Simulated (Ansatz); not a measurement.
The first iterations of a band of BCl2F + H2 (6 atoms, charge 0, multiplicity 1).

All numbers below come from Ansatz, RKS PBE/def2-SVP.

| Item | Value |
| --- | --- |
| movable images | 6 |
| climbing image | no |
| spring | 5.0 eV/Å² |
| optimiser | quadratic models (default) |
| start path | through a guess of the saddle point |
| force threshold | 0.05 eV/Å |
| iteration limit | 60 |
| end points | relaxed |

Initial state:

```xyz
6
Properties=species:S:1:pos:R:3
B -0.005 0.541 -0.108
F -0.004 0.755 1.199
Cl 1.525 0.443 -0.961
Cl -1.535 0.373 -0.948
H 0.069 -2.548 0.898
H 0.061 -2.091 1.515
```

Final state:

```xyz
6
Properties=species:S:1:pos:R:3
B 0.017 -0.469 -0.467
F 0.017 -0.043 2.054
Cl 1.523 0.289 -0.928
Cl -1.527 0.220 -0.915
H 0.044 -1.574 0.037
H 0.037 -0.950 1.814
```

| iteration | highest image above the first end (eV) | largest band force component (eV/Å) |
| --- | --- | --- |
| 1 | 2.715 | 3.814 |
| 2 | 1.864 | 2.578 |
| 3 | 2.102 | 3.795 |
| 4 | 1.815 | 3.416 |
| 5 | 1.763 | 1.193 |
| 6 | 1.765 | 0.658 |
| 7 | 1.753 | 0.423 |
| 8 | 1.820 | 8.511 |
| 9 | 1.781 | 0.882 |
| 10 | 1.762 | 1.970 |
| 11 | 1.745 | 2.510 |
| 12 | 1.753 | 0.438 |
| 13 | 1.753 | 0.349 |

Question: Does the band converge within its limit, and where does its top end?

Answer: It converged. It ended after 40 iterations with the highest image 1.758 eV above the first end. No image climbed, so the highest image needn't sit at the top of the path. The orbitals stay closed-shell, which can raise the energy where a bond breaks towards radicals; this wasn't checked here.

Run time: 6.7 min on 1 thread of Arm Neoverse V1, on a shared host, peak memory 0.12 GiB.
